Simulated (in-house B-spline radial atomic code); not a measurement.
The numbers below are computed, except where a source is named.
**Stopping and range of 1 keV O in Ge**

The pair potential comes from two frozen, spherical free-atom densities (PBE, B-spline radial code, scalar-relativistic past argon): electrostatics plus the change in Thomas-Fermi kinetic and Dirac exchange energy where they overlap, the recipe behind the universal ZBL potential, which averages such potentials (from solid-state densities) over many pairs. It is written V = (Z1 Z2 e²/r) φ(r/a), with e² = 14.3996 eV·Å and a = 0.46850 Å/(Z1^0.23 + Z2^0.23); ZBL's fit is φ = 0.18175 e^(−3.1998x) + 0.50986 e^(−0.94229x) + 0.28022 e^(−0.4029x) + 0.02817 e^(−0.20162x). Where φ falls below 4e-4 it is continued as an exponential.

The target is taken as amorphous, with density 5.3234 g/cm³ (NSM archive of the Ioffe Institute); channelling is ignored. Masses: O 16.0, Ge 72.63 u. Nuclear stopping is S_n = 4π a Z1 Z2 e² M1/(M1 + M2) × s_n(ε), with s_n integrated over impact parameters for each pair. Electronic stopping is Lindhard and Scharff's S_e = Z1^(1/6) 8π e² a0 Z1 Z2/(Z1^(2/3) + Z2^(2/3))^(3/2) × v/v0, with a0 = 0.529177 Å and v = v0 at 24.801 keV/u; it misses the oscillations with Z1 seen in experiment, which reach tens of per cent. Compounds add by atom fraction.

```
target atom    a (Å)  ε at this energy  s_n, this pair  s_n, ZBL potential
         Ge  0.12225           0.02718           0.243              0.2321
```

Question: What are the atom density and the stopping powers at entry?

Answer: N = 5.3234 × 0.602214/72.63 = 0.04414 atoms/Å³. For Ge: S_n = 1022 × 0.243 = 248.4 eV·Å², S_e = 2.0834 × √1000 = 65.88 eV·Å². Averaged over the target's atoms and times N × 10 Å/nm, the ion loses N S_n = 110 eV/nm to recoils and N S_e = 29.1 eV/nm to electrons; the nuclear share is 79 %.

Along the track:

```json
{"E (keV)": "0.05", "N S_n (eV/nm)": "29.5", "N S_e (eV/nm)": "6.5"}
{"E (keV)": "0.15", "N S_n (eV/nm)": "52.6", "N S_e (eV/nm)": "11.3"}
{"E (keV)": "0.3", "N S_n (eV/nm)": "71.9", "N S_e (eV/nm)": "15.9"}
{"E (keV)": "0.5", "N S_n (eV/nm)": "87.6", "N S_e (eV/nm)": "20.6"}
{"E (keV)": "0.75", "N S_n (eV/nm)": "100", "N S_e (eV/nm)": "25.2"}
{"E (keV)": "1", "N S_n (eV/nm)": "110", "N S_e (eV/nm)": "29.1"}
```

Question: Estimate the path length and the projected range.

Answer: With continuous slowing down the path is the integral of dE/(N (S_n + S_e)). Trapezoids over the table give 10.3 nm, and the stretch below the first row, with stopping taken as √E, adds 2E/(N S) = 2.8 nm: 13.1 nm in all, against 12.1 nm on a fine grid from 5 eV, a cut that itself drops some per cent of so short a path. Deflections shorten the depth: to first order in the energy passed on, N (S_n + S_e) dR_p/dE = 1 − N S_n (M2/M1) R_p/(2E), summed over the target's atoms, and integrating this on the fine grid gives R_p = 2.94 nm, 0.24 of the path. Lindhard's rule of thumb R/(1 + M2/3M1), with mean M2/M1 = 4.54, gives 4.8 nm; it is meant for M2/M1 below about 2. On the ZBL potential the same equation gives 3.08 nm, and the full integral equation, which keeps hard collisions, 3.18 nm.
